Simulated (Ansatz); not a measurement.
AlCl2H3O4Si at its PBE0-D4/def2-TZVP geometry, where that method's forces vanish. The species carries charge 0 and has multiplicity 1. The bonds changed during the relaxation, so this is another structure than the one it started from.

```xyz
11

O    -1.6693   -1.4097    0.3342
Si   -0.2419   -0.6574    0.4528
O    -0.3488    1.0402    0.1704
O     0.2679   -0.8122    1.9766
O     0.7725   -0.8372   -0.7696
Al    0.9645    0.8457   -1.2512
Cl    2.6900    1.8748   -0.6587
Cl    0.0896    1.3921   -3.0739
H    -1.9896   -1.6133   -0.5470
H    -0.4374    1.7005    0.8615
H    -0.0975   -1.5234    2.5049
```

What forces (eV/Å) does PBE-D4/def2-TZVPP give on these atoms in the Gaussian-basis code of Ansatz? (Estimate.)

The calculation gave: 
```
O1  -0.399 -0.194  0.358
Si2 -0.043 -0.034  0.014
O3  -0.149  0.200 -0.207
O4   0.352  0.256  0.335
O5   0.403 -0.464 -0.409
Al6  0.080  0.162 -0.107
Cl7  0.204  0.116  0.065
Cl8 -0.097  0.060 -0.210
H9  -0.150 -0.095 -0.396
H10 -0.044  0.312  0.311
H11 -0.157 -0.319  0.246
```
